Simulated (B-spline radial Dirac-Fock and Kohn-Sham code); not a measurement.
# Form factor and incoherent scattering function of Nd

System: atomic neodymium, [Xe] 4f4 5d2 (not the ground configuration).

Method: Dirac-Fock orbitals of the configuration average with a finite nucleus. Computed with a radial B-spline solver. f₀ is the Fourier transform of the spherical electron density, S the Waller-Hartree incoherent function, and s = sin θ/λ. The electron scattering factor follows from the Mott-Bethe formula f_e = 0.023934 Å⁻¹·(Z − f₀)/s².

```csv
s (Å⁻¹),f₀,S,f_e (Å)
0,60.000,0.000,–
0.05,58.566,1.840,13.726
0.1,55.604,4.582,10.522
0.15,52.190,7.284,8.308
0.2,48.643,9.914,6.795
0.25,45.222,12.381,5.659
0.3,42.090,14.672,4.763
0.35,39.296,16.763,4.045
0.4,36.812,18.634,3.469
0.45,34.586,20.299,3.004
0.5,32.561,21.802,2.627
0.6,28.977,24.499,2.063
0.7,25.908,26.959,1.665
0.8,23.326,29.253,1.372
0.9,21.211,31.397,1.146
1,19.508,33.388,0.969
1.1,18.136,35.214,0.828
1.2,17.002,36.862,0.715
1.4,15.139,39.627,0.548
1.6,13.496,41.804,0.435
1.8,11.935,43.576,0.355
2,10.473,45.083,0.296
2.5,7.602,48.103,0.201
3,5.957,50.384,0.144
3.5,5.083,52.146,0.107
4,4.513,53.534,0.083
5,3.541,55.526,0.054
6,2.687,56.790,0.038
```

f₀ starts at the number of electrons, 60, and has fallen to half at s ≈ 0.57 Å⁻¹. The sum of ⟨r²⟩ over the electrons is 89.78 bohr². It fixes the forward electron scattering factor, f_e(0) = (a₀/3)Σ⟨r²⟩ = 15.837 Å.
